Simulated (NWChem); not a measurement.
System: GaH$_{2}$S$_{2}$F; SMILES [F][Ga]([SH])[SH]

```xyz
6

Ga    -0.2367    -0.0107     0.0000
F     -1.9861     0.0513     0.0000
S      0.7990     1.9179     0.0000
H     -0.3708     2.5967     0.0000
S      0.6791    -1.9953     0.0000
H      1.9331    -1.4898     0.0000
```
Atoms are numbered in this order, from 1.

Program: NWChem. Pople sets run with spherical d functions. STO-3G and 3-21G are far too small for this property and stand as cheap habits. Structure relaxed at the PBE0/def2-SVP level. Vertical excitations in the gas phase; the lowest state need not have the same character in each row.

### Question
Order these runs by computing time, cheapest first, and give rough ratios: B3LYP/aug-cc-pVDZ, TDA; B3LYP/6-31G*, TDA; B3LYP/3-21G, TDA.

### Answer
B3LYP/3-21G, TDA (1), B3LYP/6-31G*, TDA (4), B3LYP/aug-cc-pVDZ, TDA (40). Ratios are rough, from one shared machine; the cheapest took roughly 19 core-seconds. What differs between the cheapest and the dearest: lowest excitation, singlet (eV) 5.01 → 4.88; lowest state with f > 0.02, singlet (eV) 5.54 → 5.45; oscillator strength of that bright state 0.043 → 0.052; orbital gap (eV) 6.09 → 5.93.
